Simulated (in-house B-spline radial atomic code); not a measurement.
Results of a calculation; reference values are marked as such.
**Building a PAW p channel for Nb, r_c = 1.08 bohr**

Nb, [Kr] 4d4 5s1, non-relativistic PBE, spherical and spin-unpolarised, from a B-spline radial code for spherical atoms (atomic units; all potentials screened as in the neutral atom).

Two all-electron partial waves φ1, φ2 are integrated outwards at E1 = ε(4p) = -1.246606 and E2 = E1 + 1 hartree; φ1 is the bound orbital and φ2 has unit norm inside r_c = 1.0831 bohr. Smooth partners are polynomials, r^2(a0 + a1 r² + a2 r⁴ + a3 r⁶), matched to φ and three derivatives at r_c, with no condition on the norm. The local potential is -27.4911 + (54.9398) r² + (-49.1826) r⁴ + (16.6429) r⁶ inside 0.8868 bohr and the all-electron one outside.

```tsv
wave	φ(r_c)	φ'(r_c)	a0	a1	a2	a3
1	0.9837759	0.2048492	1.337466	0.1389116	-0.7837477	0.2581459
2	1.552862	-0.8386852	2.930307	-0.7203169	-1.031076	0.4072072
```

Inside r_c the overlaps are <φi φj> = [[0.32781, 0.57159], [0.57159, 1.00000]] and, for the smooth waves, [[0.33098, 0.58786], [0.58786, 1.04936]]. With χj = (Ej − T − V_local) applied to smooth wave j, the program's quadrature gives the matrix B_ij = <smooth i, χj> as [[1.14660, 2.21397], [2.19770, 4.25150]].

Problem. Check the match of the first wave, and find the augmentation charges q_ij.

Solution. At r_c the four terms are 1.56899, 0.19117, -1.26528, 0.48889, which sum to 0.9838, φ1(r_c) to rounding. q_ij is the all-electron overlap less the smooth one: [[-0.00317, -0.01627], [-0.01627, -0.04936]]. The smooth first wave has a norm of 0.3310 inside r_c against 0.3278, so q11 is negative and must stay small enough for the overlap operator to be positive.

Problem. B isn't symmetric. Show that D_ij = B_ij + Ej q_ij is.

Solution. Integrating by parts gives B12 − B21 = (E1 − E2) q12: 2.21397 − (2.19770) = 0.01627, and −1 × (-0.01627) = 0.01627. So D12 = 2.21397 + (-0.246606)(-0.01627) = 2.21798 and D21 = 2.19770 + (-1.246606)(-0.01627) = 2.21798; D11 = 1.15055, D22 = 4.26367. The projectors, p = (B⁻¹)ᵀ χ, are dual to the smooth waves; det B = 0.0091, small beside B11 B22, as the two smooth waves look alike inside r_c.

Solving (T + V_local + Σ p D p) ψ = E (1 + Σ p q p) ψ in a sphere of 9 bohr gives these levels:

```
all-electron  one projector  two projectors
   -1.246610      -1.246610       -3.923610
   -0.025086      -0.026249       -1.246610
    0.223308       0.220673       -0.025086
    0.633061       0.625692        0.223310
    1.196320       1.177000        0.633077
```

Problem. What does the second projector gain?

Solution. With one projector the errors are 0.00, -1.16, -2.63, -7.37, -19.32 millihartree. With two a ghost lies below the reference level, so the set fails. The lowest eigenvalue of the overlap operator is 0.9767 with one and 0.4276 with two projectors. The smooth orbital alone needs a cutoff of 27.4 hartree for 1 millihartree of kinetic energy, against 45.7 for a norm-conserving Troullier-Martins orbital of the same radius, which is no gain while the set fails.
